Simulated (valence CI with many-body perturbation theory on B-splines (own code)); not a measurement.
## Energy levels of Pm55+

Method: relativistic CI+MBPT: four valence electrons over a frozen Dirac-Fock core [He], a basis of 11 s, 11 p, 10 d, 8 f, 5 g, 2 h functions for each j, with the one-electron correlation potential Σ1 (screened to all orders), the two-electron term Σ2, the three-electron term Σ3, Breit, model QED; selected single and double excitations, second order for the rest, scaled by the run's own slope (own B-spline code, finite nucleus).

No measured spectrum was set against this ion. As an estimate, large intervals hold to a few tenths of a per cent, small ones and those within an open d or f shell to about a per cent. Among the levels kept, up to 900 cm⁻¹ of a level comes from second order outside the variational space, and about a tenth of that is noise between levels of different J, which matters for small intervals.

Levels 1 to 45 of 208, with energies above the lowest level, (2s^2 2p1/2^2) J=0. "Leading %" is the weight of the configuration and term that name the level; weights of strongly mixed levels are sums over their largest components and can fall short, so below about 35 % the name and the second component can differ from the true leading terms, or belong to a minority configuration. In the jj column 3d3/2^4 stands for four electrons in 3d with j = 3/2. Lifetimes count E1, E2, E3, M1 and M2 decay at the calculated energies, and are blank where another channel may lead or the interval is too uncertain; long ones can be off by a factor of two.

```csv
No.,Configuration,Term,J,E (eV),Leading %,Second component,Lifetime,Leading jj
1,2s2 2p2,3P,0,0.0,69,30 % 2s2 2p2 1S,,2s^2 2p1/2^2 (100 %)
2,2s2 2p2,3P,1,580.6,100,,799 ps,2s^2 2p1/2 2p3/2 (100 %)
3,2s2 2p2,1D,2,597.6,64,36 % 2s2 2p2 3P,349 ns,2s^2 2p1/2 2p3/2 (100 %)
4,2s 2p3,3P°,2,803.6,47,30 % 2s 2p3 5S°,50.4 ps,2s 2p1/2^2 2p3/2 (99 %)
5,2s 2p3,3D°,1,873.2,33,28 % 2s 2p3 1P°,455 fs,2s 2p1/2^2 2p3/2 (99 %)
6,2s2 2p2,3P,2,1193.9,63,36 % 2s2 2p2 1D,193 ps,2s^2 2p3/2^2 (99 %)
7,2s2 2p2,1S,0,1241.8,69,30 % 2s2 2p2 3P,158 ps,2s^2 2p3/2^2 (99 %)
8,2s 2p3,5S°,2,1362.9,49,47 % 2s 2p3 3D°,2.07 ps,2s 2p1/2 2p3/2^2 (99 %)
9,2s 2p3,3D°,3,1402.1,100,,2.18 ps,2s 2p1/2 2p3/2^2 (100 %)
10,2s 2p3,3P°,0,1447.1,100,,567 fs,2s 2p1/2 2p3/2^2 (100 %)
11,2s 2p3,3S°,1,1464.8,49,42 % 2s 2p3 3D°,294 fs,2s 2p1/2 2p3/2^2 (99 %)
12,2s 2p3,1D°,2,1475.0,74,21 % 2s 2p3 3D°,300 fs,2s 2p1/2 2p3/2^2 (99 %)
13,2s 2p3,3P°,1,1478.3,59,32 % 2s 2p3 1P°,446 fs,2s 2p1/2 2p3/2^2 (99 %)
14,2p4,3P,2,1712.4,68,31 % 2p4 1D,316 fs,2p1/2^2 2p3/2^2 (99 %)
15,2p4,1S,0,1763.7,63,37 % 2p4 3P,269 fs,2p1/2^2 2p3/2^2 (99 %)
16,2s 2p3,3P°,2,2025.9,52,17 % 2s 2p3 3D°,599 fs,2s 2p3/2^3 (99 %)
17,2s 2p3,1P°,1,2092.8,38,25 % 2s 2p3 3S°,229 fs,2s 2p3/2^3 (99 %)
18,2p4,3P,1,2304.3,100,,198 fs,2p1/2 2p3/2^3 (100 %)
19,2p4,1D,2,2321.8,69,31 % 2p4 3P,209 fs,2p1/2 2p3/2^3 (100 %)
20,2p4,3P,0,2939.8,63,37 % 2p4 1S,150 fs,2p3/2^4 (100 %)
21,2s2 2p 3s,3P°,0,6649.3,99,,11.2 fs,2s^2 2p1/2 3s (99 %)
22,2s2 2p 3s,3P°,1,6652.4,67,32 % 2s2 2p 3s 1P°,8.96 fs,2s^2 2p1/2 3s (100 %)
23,2s2 2p 3p,3D,1,6716.2,73,22 % 2s2 2p 3p 1P,807 fs,2s^2 2p1/2 3p1/2 (100 %)
24,2s2 2p 3p,3P,0,6751.7,68,31 % 2s2 2p 3p 1S,325 fs,2s^2 2p1/2 3p1/2 (99 %)
25,2s 2p2 3s,5P,1,6847.1,41,28 % 2s 2p2 3s 3S,12.1 fs,2s 2p1/2^2 3s (91 %)
26,2s 2p2 3s,3P,0,6880.0,69,30 % 2s 2p2 3s 1S,12.3 fs,2s 2p1/2^2 3s (98 %)
27,2s2 2p 3p,3D,2,6906.2,53,30 % 2s2 2p 3p 1D,543 fs,2s^2 2p1/2 3p3/2 (99 %)
28,2s2 2p 3p,3P,1,6910.1,44,28 % 2s2 2p 3p 3S,145 fs,2s^2 2p1/2 3p3/2 (92 %)
29,2s 2p2 3p,3P°,1,6922.3,32,22 % 2s 2p2 3p 5D°,3.14 fs,2s 2p1/2^2 3p1/2 (96 %)
30,2s 2p2 3p,3P°,0,6923.5,49,45 % 2s 2p2 3p 5D°,286 fs,2s 2p1/2^2 3p1/2 (99 %)
31,2s2 2p 3d,3F°,2,6958.9,74,20 % 2s2 2p 3d 1D°,8.40 fs,2s^2 2p1/2 3d3/2 (100 %)
32,2s2 2p 3d,3D°,1,6982.6,50,31 % 2s2 2p 3d 1P°,1.20 fs,2s^2 2p1/2 3d3/2 (97 %)
33,2s2 2p 3d,3P°,2,7018.4,47,35 % 2s2 2p 3d 3D°,1.44 fs,2s^2 2p1/2 3d5/2 (98 %)
34,2s2 2p 3d,3F°,3,7021.8,47,31 % 2s2 2p 3d 1F°,1.53 fs,2s^2 2p1/2 3d5/2 (100 %)
35,2s 2p2 3p,3P°,2,7109.0,33,21 % 2s 2p2 3p 5P°,80.9 fs,2s 2p1/2^2 3p3/2 (98 %)
36,2s 2p2 3p,3D°,1,7113.6,33,21 % 2s 2p2 3p 1P°,3.90 fs,2s 2p1/2^2 3p3/2 (98 %)
37,2s 2p2 3d,3D,1,7161.0,44,38 % 2s 2p2 3d 5F,10.1 fs,2s 2p1/2^2 3d3/2 (99 %)
38,2s 2p2 3d,3D,2,7166.2,30,19 % 2s 2p2 3d 5F,7.36 fs,2s 2p1/2^2 3d3/2 (96 %)
39,2s 2p2 3d,3D,3,7218.3,35,19 % 2s 2p2 3d 5D,1.54 fs,2s 2p1/2^2 3d5/2 (99 %)
40,2s 2p2 3d,3F,2,7233.9,30,22 % 2s 2p2 3d 1D,1.60 fs,2s 2p1/2^2 3d5/2 (96 %)
41,2s2 2p 3s,3P°,2,7260.9,98,,14.2 fs,2s^2 2p3/2 3s (98 %)
42,2s2 2p 3s,1P°,1,7267.9,66,32 % 2s2 2p 3s 3P°,7.26 fs,2s^2 2p3/2 3s (98 %)
43,2s2 2p 3p,3P,1,7341.0,50,26 % 2s2 2p 3p 3S,272 fs,2s^2 2p3/2 3p1/2 (97 %)
44,2s2 2p 3p,3D,2,7343.4,45,32 % 2s2 2p 3p 1D,336 fs,2s^2 2p3/2 3p1/2 (97 %)
45,2s 2p2 3s,5P,2,7402.3,85,8 % 2s 2p2 3s 3P,16.1 fs,2s 2p1/2 2p3/2 3s (98 %)
```

The ionisation energy to 2s2 2p 2P°_1/2 of the next ion comes out as 11820 eV (NIST: 11819 ± 5 eV (theoretical)). All 208 levels together are meant to be complete up to 8646.3 eV.
